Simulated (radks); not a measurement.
Problem. The mean radii <r> (bohr) of the occupied orbitals of an atom or ion are listed with their occupations. All-electron calculation, scalar-relativistic Kohn-Sham, BLYP, spin-polarised, spherical densities, finite nucleus; Fermi nuclear charge, rms radius of each element as measured or else 0.836 A^(1/3) + 0.57 fm. Program: a radial shooting solver on a logarithmic mesh with Libxc functionals.

orbital  occ.      <r>
1s up       1  0.02074
1s down     1  0.02073
2s up       1  0.08714
2s down     1  0.08712
2p up       3  0.07704
2p down     3  0.07704
3s up       1   0.2116
3s down     1   0.2117
3p up       3   0.2067
3p down     1   0.2069

Name the element and its charge. Open shells, if any, are filled with parallel spins first.

Solution. Z = 67, holmium, charge +51: Ho51+ in [Ne] 3s2 3p4. The 1s radius gives Z: for a bare nucleus <r> = (2 gamma + 1)/(2Z) with gamma = sqrt(1 - (Z/c)^2), 0.02048 bohr for Z = 67, and screening makes it slightly larger (0.02074 here). The occupations add up to 16, and the charge is Z minus that.
